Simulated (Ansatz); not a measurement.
Steps of a relaxation of FGeH$_{3}$Se$_{3}$, SMILES `[F][Ge]([SeH])([SeH])[SeH]` with RKS PBE0-D4/def2-TZVP.

```sh
$ ansatz run in.yaml --threads 4 --pin off --events-out ev --progress --plain --max-ram 11315MiB
```

```yaml
crystal:
  periodic: [false, false, false]
  atoms:
    - {symbol: F, position_ang: [1.616625, -1.367284, -0.292063]}
    - {symbol: Ge, position_ang: [0.268302, -0.304214, 0.118647]}
    - {symbol: Se, position_ang: [0.811979, 1.005204, 2.009616]}
    - {symbol: Se, position_ang: [0.033810, 0.884567, -1.915293]}
    - {symbol: Se, position_ang: [-1.606860, -1.585569, 0.772406]}
    - {symbol: H, position_ang: [1.818411, 1.755139, 1.214769]}
    - {symbol: H, position_ang: [-1.102098, 1.659519, -1.351306]}
    - {symbol: H, position_ang: [-1.748170, -2.104562, -0.612477]}
basis:
  gaussian: {orbitals: def2-TZVP}
hamiltonian: {xc: pbe0, dispersion: d4}
relax: {f_tol: 0.005, max_steps: 150}
```

Positions (Å) and forces (eV/Å) along the path, 17 of 28 steps:

```xyz
8
step=1 energy=-255305.1631 eV
F     1.617   -1.367   -0.292   -0.533    0.418    0.166
Ge    0.268   -0.304    0.119    0.245   -0.203   -0.054
Se    0.812    1.005    2.010    0.196   -0.012   -0.477
Se    0.034    0.885   -1.915   -0.215   -0.003    0.419
Se   -1.607   -1.586    0.772    0.250    0.036   -0.449
H     1.818    1.755    1.215   -0.230   -0.164    0.196
H    -1.102    1.660   -1.351    0.267   -0.185   -0.126
H    -1.748   -2.105   -0.612    0.019    0.112    0.325
8
step=3 energy=-255305.1946 eV
F     1.587   -1.347   -0.279   -0.076    0.064    0.010
Ge    0.255   -0.295    0.122    0.082   -0.083    0.016
Se    0.811    0.991    1.989    0.021    0.025    0.009
Se    0.033    0.874   -1.890    0.008    0.007   -0.031
Se   -1.586   -1.577    0.763   -0.022   -0.021   -0.014
H     1.801    1.729    1.193    0.018    0.028    0.015
H    -1.091    1.649   -1.345   -0.005    0.004    0.003
H    -1.719   -2.082   -0.609   -0.028   -0.023   -0.009
8
step=4 energy=-255305.1956 eV
F     1.585   -1.342   -0.285    0.008   -0.014    0.012
Ge    0.256   -0.297    0.127   -0.002    0.017   -0.034
Se    0.817    0.996    1.990    0.005   -0.001    0.005
Se    0.035    0.872   -1.890   -0.008   -0.003    0.021
Se   -1.590   -1.582    0.760   -0.001   -0.006    0.002
H     1.807    1.739    1.200    0.000    0.005    0.002
H    -1.088    1.648   -1.346    0.000    0.004   -0.007
H    -1.729   -2.092   -0.611   -0.004   -0.001   -0.001
8
step=6 energy=-255305.1957 eV
F     1.585   -1.345   -0.280    0.000    0.000    0.000
Ge    0.256   -0.297    0.125    0.000    0.002   -0.005
Se    0.818    0.996    1.989    0.001   -0.002    0.001
Se    0.033    0.874   -1.890    0.000   -0.002    0.003
Se   -1.589   -1.583    0.758    0.001   -0.001    0.001
H     1.808    1.740    1.199   -0.002    0.003    0.001
H    -1.090    1.650   -1.346    0.002    0.000   -0.001
H    -1.730   -2.093   -0.612   -0.002    0.001    0.000
8
step=7 energy=-255305.1957 eV
F     1.575   -1.356   -0.285   -0.003    0.002    0.001
Ge    0.256   -0.297    0.125    0.001   -0.001   -0.005
Se    0.830    0.986    1.993    0.012    0.004   -0.009
Se    0.042    0.883   -1.885   -0.002   -0.001    0.004
Se   -1.599   -1.570    0.756    0.001   -0.005   -0.013
H     1.796    1.753    1.194   -0.012   -0.004    0.009
H    -1.090    1.649   -1.346    0.005   -0.001   -0.002
H    -1.719   -2.107   -0.607    0.000    0.005    0.014
8
step=10 energy=-255305.1959 eV
F     1.568   -1.364   -0.290    0.000   -0.002    0.000
Ge    0.257   -0.298    0.125    0.001   -0.001   -0.001
Se    0.840    0.977    1.995   -0.008   -0.010    0.009
Se    0.049    0.888   -1.882    0.001    0.000   -0.002
Se   -1.604   -1.564    0.755    0.001    0.005    0.007
H     1.781    1.767    1.190    0.006    0.010   -0.008
H    -1.085    1.652   -1.345    0.000    0.003    0.001
H    -1.714   -2.114   -0.603   -0.001   -0.004   -0.006
8
step=12 energy=-255305.1960 eV
F     1.563   -1.376   -0.296   -0.001    0.002    0.000
Ge    0.258   -0.303    0.122   -0.004   -0.011    0.002
Se    0.843    0.969    1.993    0.006    0.003   -0.002
Se    0.052    0.886   -1.883    0.002    0.006   -0.002
Se   -1.602   -1.566    0.758   -0.002    0.012    0.018
H     1.757    1.785    1.182   -0.003   -0.001    0.001
H    -1.064    1.671   -1.336   -0.001   -0.001    0.001
H    -1.715   -2.124   -0.596    0.002   -0.010   -0.018
8
step=13 energy=-255305.1941 eV rejected
F     1.561   -1.372   -0.297    0.114   -0.122   -0.021
Ge    0.258   -0.311    0.127   -0.055    0.249   -0.115
Se    0.848    0.969    1.995   -0.014   -0.026   -0.014
Se    0.055    0.892   -1.887    0.005   -0.076    0.147
Se   -1.608   -1.560    0.754   -0.045   -0.033    0.034
H     1.753    1.788    1.178    0.001    0.000   -0.008
H    -1.063    1.667   -1.332   -0.010    0.013   -0.012
H    -1.713   -2.129   -0.596    0.005   -0.005   -0.011
8
step=14 energy=-255305.1961 eV
F     1.561   -1.377   -0.296    0.001   -0.004   -0.002
Ge    0.258   -0.304    0.122   -0.002    0.007    0.000
Se    0.845    0.968    1.993    0.003    0.000    0.003
Se    0.054    0.889   -1.881    0.002    0.000    0.001
Se   -1.605   -1.564    0.757   -0.001    0.005    0.004
H     1.755    1.787    1.180   -0.003   -0.001   -0.002
H    -1.063    1.671   -1.335   -0.001   -0.001    0.001
H    -1.712   -2.127   -0.595    0.001   -0.006   -0.006
8
step=15 energy=-255305.1963 eV
F     1.557   -1.383   -0.299    0.001   -0.005   -0.001
Ge    0.258   -0.305    0.122   -0.001    0.009    0.000
Se    0.851    0.964    1.993    0.000   -0.004    0.004
Se    0.058    0.892   -1.880    0.002    0.000    0.002
Se   -1.609   -1.560    0.756   -0.001    0.006    0.005
H     1.745    1.794    1.176    0.000    0.002   -0.004
H    -1.059    1.674   -1.333   -0.002   -0.001    0.000
H    -1.707   -2.134   -0.592    0.001   -0.007   -0.006
8
step=17 energy=-255305.1968 eV
F     1.528   -1.415   -0.313    0.006   -0.013   -0.005
Ge    0.255   -0.312    0.118   -0.002    0.050   -0.014
Se    0.874    0.944    1.991    0.034    0.025   -0.028
Se    0.076    0.912   -1.872    0.004   -0.012    0.015
Se   -1.630   -1.539    0.751   -0.007   -0.032   -0.067
H     1.698    1.833    1.157   -0.040   -0.041    0.029
H    -1.030    1.705   -1.317    0.000   -0.006    0.000
H    -1.679   -2.185   -0.571    0.005    0.028    0.070
8
step=20 energy=-255305.1978 eV
F     1.487   -1.479   -0.343    0.002    0.013    0.006
Ge    0.276   -0.315    0.111    0.024    0.006   -0.004
Se    0.963    0.880    1.999    0.012    0.011    0.004
Se    0.130    0.952   -1.850   -0.001    0.002   -0.013
Se   -1.653   -1.472    0.735   -0.022   -0.006    0.008
H     1.585    1.912    1.158   -0.007   -0.023    0.004
H    -1.042    1.663   -1.324   -0.004    0.013   -0.004
H    -1.655   -2.198   -0.542   -0.004   -0.017   -0.001
8
step=21 energy=-255305.1852 eV rejected
F     1.514   -1.433   -0.315   -0.126   -0.035   -0.089
Ge    0.257   -0.302    0.095   -0.003    0.013    0.238
Se    0.981    0.854    2.012   -0.125   -0.017   -0.188
Se    0.104    0.954   -1.884    0.031   -0.042    0.112
Se   -1.696   -1.460    0.724    0.238    0.082   -0.086
H     1.606    1.880    1.167    0.019    0.020    0.022
H    -1.039    1.704   -1.344   -0.005   -0.013   -0.007
H    -1.637   -2.255   -0.511   -0.029   -0.009   -0.002
8
step=23 energy=-255305.1977 eV rejected
F     1.486   -1.473   -0.330   -0.020    0.015   -0.049
Ge    0.265   -0.311    0.099    0.001    0.010    0.073
Se    0.945    0.882    1.992   -0.009    0.007   -0.001
Se    0.117    0.961   -1.860    0.033   -0.011   -0.031
Se   -1.664   -1.469    0.728   -0.002   -0.008    0.000
H     1.604    1.891    1.153    0.004    0.004   -0.001
H    -1.028    1.707   -1.319   -0.002   -0.010    0.012
H    -1.634   -2.246   -0.519   -0.005   -0.008   -0.003
8
step=25 energy=-255305.1988 eV
F     1.476   -1.460   -0.347    0.005   -0.006   -0.004
Ge    0.257   -0.305    0.105   -0.007    0.007    0.002
Se    0.931    0.891    1.997    0.006    0.009   -0.004
Se    0.120    0.959   -1.861   -0.002    0.002    0.001
Se   -1.665   -1.476    0.733    0.002   -0.010   -0.016
H     1.624    1.880    1.160   -0.007   -0.008    0.006
H    -1.025    1.712   -1.329    0.004   -0.003    0.000
H    -1.626   -2.257   -0.513   -0.002    0.008    0.016
8
step=26 energy=-255305.1988 eV
F     1.476   -1.461   -0.348    0.005   -0.005   -0.002
Ge    0.258   -0.305    0.105   -0.006    0.002   -0.002
Se    0.932    0.890    1.997    0.002    0.004   -0.004
Se    0.121    0.959   -1.861   -0.001    0.001    0.004
Se   -1.665   -1.476    0.733   -0.001   -0.005   -0.005
H     1.620    1.881    1.158   -0.002   -0.002    0.003
H    -1.022    1.712   -1.327    0.002    0.000   -0.002
H    -1.628   -2.258   -0.512    0.002    0.005    0.007
8
step=28 energy=-255305.1988 eV
F     1.475   -1.462   -0.349    0.000    0.000    0.000
Ge    0.257   -0.306    0.105   -0.001   -0.001    0.001
Se    0.932    0.890    1.996    0.001    0.001   -0.001
Se    0.122    0.959   -1.861    0.000    0.000    0.000
Se   -1.665   -1.476    0.733    0.000   -0.001   -0.002
H     1.618    1.882    1.158    0.000    0.000    0.001
H    -1.021    1.714   -1.327    0.001    0.001    0.000
H    -1.627   -2.258   -0.511    0.000    0.000    0.002
```

Hardware: 4 threads of an Arm Neoverse V2 on a shared host. Wall time 5.5 min, peak host memory 1.2 GiB.
